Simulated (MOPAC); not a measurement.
Input for MOPAC: PM6 on FHMg (SMILES [F][MgH]), a point of a bond scan (R = 4.050 Å).

```
PM6 1SCF PRECISE CHARGE=0 THREADS=1
FHMg

Mg    -0.00000000 1    -0.00000000 1    -0.64398300 1
H     -0.00000000 1    -0.00000000 1    -2.32551962 1
F      0.00000000 1     0.00000000 1     3.40635856 1
```

It printed:

```
*******************************************************************************
 **                                                                           **
 **                              MOPAC v23.2.5                                **
 **                                                                           **
 *******************************************************************************
 ** MOPAC's Digital Object Identifier: https://doi.org/10.5281/zenodo.6511958 **
 **                                                                           **
 ** Please cite the open-source release paper for use of this MOPAC version:  **
 ** J. E. Moussa and J. J. P. Stewart (2026)                                  **
 ** MOPAC: An open-source semiempirical molecular orbital program             **
 ** J. Open Source Softw., 11(119), 8025, https://doi.org/10.21105/joss.08025 **
 *******************************************************************************

                              PM6 CALCULATION RESULTS

 *******************************************************************************
 *  PM6        - The PM6 Hamiltonian to be used
 *
 *
 *
 *                 CHARGE ON SYSTEM = 0
 *
 *
 *
 *  PRECISE    - TIGHTER CRITERIA TO BE USED
 *  1SCF       - DO 1 SCF AND THEN STOP
 *  THREADS=1  - MULTI-THREADING NOT USED
 *  T=         - A TIME OF 172800.0 SECONDS REQUESTED
 *  DUMP=N     - RESTART FILE WRITTEN EVERY 7200.0 SECONDS REQUESTED
 *******************************************************************************
PM6 1SCF PRECISE CHARGE=0 THREADS=1
 FHMg

   ATOM   CHEMICAL          X               Y               Z
  NUMBER   SYMBOL      (ANGSTROMS)     (ANGSTROMS)     (ANGSTROMS)

     1      Mg         -0.00000000  *  -0.00000000  *  -0.64398300  *
     2       H         -0.00000000  *  -0.00000000  *  -2.32551962  *
     3       F          0.00000000  *   0.00000000  *   3.40635856  *



          CARTESIAN COORDINATES

    NO.       ATOM           X           Y           Z

     1        Mg         -0.0000     -0.0000     -0.6440
     2         H         -0.0000     -0.0000     -2.3255
     3         F          0.0000      0.0000      3.4064

 General Reference for PM6:
 "Optimization of Parameters for Semiempirical Methods V: Modification of NDDO Approximations
 and Application to 70 Elements", J. J. P. Stewart, J. Mol. Mod., 13, 1173-1213 (2007)
 URL: https://link.springer.com/article/10.1007/s00894-007-0233-4

           Empirical Formula: H Mg F  =     3 atoms



      MOLECULAR POINT GROUP   :   C*v


      RHF CALCULATION, NO. OF DOUBLY OCCUPIED LEVELS = 5


 -------------------------------------------------------------------------------
 PM6 1SCF PRECISE CHARGE=0 THREADS=1
 FHMg



     1SCF WAS SPECIFIED, SO BFGS WAS NOT USED
     SCF FIELD WAS ACHIEVED


                              PM6 CALCULATION
                                                       MOPAC v23.2.5 Linux




          FINAL HEAT OF FORMATION =         56.82174 KCAL/MOL =     237.74215 KJ/MOL


          COSMO AREA              =         90.91 SQUARE ANGSTROMS
          COSMO VOLUME            =         63.96 CUBIC ANGSTROMS

          IONIZATION POTENTIAL    =          7.144753 EV
          HOMO LUMO ENERGIES (EV) =         -7.145 -2.516
          NO. OF FILLED LEVELS    =          5
          MOLECULAR WEIGHT        =         44.3113         POINT GROUP:  C*v

          MOLECULAR DIMENSIONS (Angstroms)

            Atom       Atom       Distance
            F     3    H     2     5.73188
            F     3    H     2     0.00000
           Mg     1    H     2     0.00000


          SCF CALCULATIONS        =          1





   ATOM   CHEMICAL          X               Y               Z
  NUMBER   SYMBOL      (ANGSTROMS)     (ANGSTROMS)     (ANGSTROMS)

     1      Mg         -0.00000000  *  -0.00000000  *  -0.64398300  *
     2       H         -0.00000000  *  -0.00000000  *  -2.32551962  *
     3       F          0.00000000  *   0.00000000  *   3.40635856  *

                             CARTESIAN COORDINATES

   1   Mg       -0.000000000    -0.000000000    -0.643983000
   2    H       -0.000000000    -0.000000000    -2.325519620
   3    F        0.000000000     0.000000000     3.406358560


           Empirical Formula: H Mg F  =     3 atoms



      MOLECULAR POINT GROUP   :   C*v


                  EIGENVALUES
 -28.54469 -14.51903  -7.29758  -7.29758  -7.14475  -2.51609  -1.14416  -1.14416
   0.55051


              NET ATOMIC CHARGES AND DIPOLE CONTRIBUTIONS

  ATOM NO.   TYPE          CHARGE      No. of ELECS.   s-Pop       p-Pop
    1         Mg           0.910772        1.0892     0.99818     0.09105
    2          H           0.061903        0.9381     0.93810
    3          F          -0.972675        7.9727     1.99998     5.97270
 DIPOLE           X         Y         Z       TOTAL
 POINT-CHG.     0.000     0.000   -19.423    19.423
 HYBRID         0.000     0.000     1.976     1.976
 SUM            0.000     0.000   -17.447    17.447


          ATOMIC ORBITAL ELECTRON POPULATIONS

     Atom    s        px        py        pz
    1 Mg   0.99818   0.00002   0.00002   0.09101
    2  H   0.93810
    3  F   1.99998   1.99998   1.99998   1.97274

 **********************
 *                    *
 * JOB ENDED NORMALLY *
 *                    *
 **********************




 == MOPAC DONE ==
```

The run finished.

Cost: roughly 0.03 core-seconds.
